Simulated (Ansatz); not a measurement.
Computed with Ansatz on PBE0-D4/def2-TZVP structures; ΔE is electronic, products minus reactants. CCSD(T)/CBS adds triple-zeta CCSD(T) − MP2 to the extrapolated MP2 energy (def2 sets, frozen cores). This one scheme is used for every species, atoms too. Functionals use def2-TZVPP. Open shells (•) are unrestricted, without spin–orbit coupling. Spin–orbit coupling would lower the free atoms: a little for B, C, Cl, O, Si. Each species was taken in one conformer, which may not be the lowest.

Reaction (atomization): `OB(Cl)C[SiH3]` → B• + C• + Cl• + 6 H• + O• + Si•

`OB(Cl)C[SiH3]`:

Cartesian coordinates in Å:
```
O 1.693 -0.421 1.373
B 0.461 -0.738 0.922
Cl 0.029 -2.462 0.758
C -0.545 0.364 0.510
Si -0.507 0.695 -1.344
H 2.241 -1.188 1.564
H -1.572 0.079 0.752
H -0.307 1.307 1.011
H 0.858 1.103 -1.768
H -0.896 -0.526 -2.097
H -1.457 1.788 -1.680
```

(1) What is ΔE at CCSD(T)/CBS? (Estimate.)

(2) What do these levels give: r2SCANh-D4, BHLYP-D4, PBE, LC-ωPBE, MP2/def2-TZVPP, CCSD/def2-TZVPP? (An estimate is asked.)

Largest T1 diagnostic among the species: 0.014.

Answers

(1) Ansatz gave: +42.09 eV.

(2) Ansatz gave: r2SCANh-D4 42.15, BHLYP-D4 41.14, PBE 42.36, LC-ωPBE 41.92, MP2/def2-TZVPP 41.81, CCSD/def2-TZVPP 40.54 eV.

From BLYP to BHLYP (50 % exact exchange), in def2-TZVPP and without D4, ΔE moves by −0.43 eV: exact exchange takes away binding that semilocal exchange gives to molecules. Leaving LDA and LC-ωPBE aside and taking each functional with its dispersion term where it has one, the values, not all of them listed here, spread over 1.48 eV, from BHLYP-D4 to PBE-D4. LDA lies +5.29 eV from PBE without D4, its usual overbinding.

For atomizations the MP2-based limit and the directly extrapolated one differ by several kJ/mol either way, and by 10 to 25 for some Ge, Se and Sn compounds, so smaller differences from it don't rank the levels.
